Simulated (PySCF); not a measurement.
CH9ClOSi3, SMILES C[Si@@H](Cl)[SiH2][SiH2]O.

Coordinates come from a PBE0-D3(BJ)/def2-SVP optimisation. The structure was generated by enumeration; whether it is a known compound was not checked. One conformer was computed; it need not be the lowest.

Method: PySCF 2.14.0 with TDA-PBE/def2-SVPD.

Vertical excitations. Gas-phase values at a fixed geometry.

Q: List the lowest excited states. (Estimate from the structure and the level; the computed values follow.)

A: 
| state | energy (eV) | λ (nm) | f | main pairs |
|---|---|---|---|---|
| S1 | 5.47 | 227 | 0.026 | HOMO→LUMO 90 % |
| S2 | 5.71 | 217 | 0.015 | HOMO→LUMO+1 75 %, HOMO−1→LUMO 15 % |
| S3 | 5.83 | 213 | 0.006 | HOMO−1→LUMO 75 %, HOMO−2→LUMO 13 % |
| S4 | 5.98 | 207 | 0.009 | HOMO→LUMO+2 74 %, HOMO−1→LUMO+1 14 % |
| S5 | 6.01 | 206 | 0.011 | HOMO−2→LUMO 66 %, HOMO−3→LUMO 13 % |
| S6 | 6.11 | 203 | 0.019 | HOMO−1→LUMO+1 58 %, HOMO−3→LUMO 24 % |
| T1 | 4.95 | 251 | 0 | HOMO→LUMO 96 % |
| T2 | 5.28 | 235 | 0 | HOMO→LUMO+1 94 % |
Triplets are in the Tamm–Dancoff approximation.
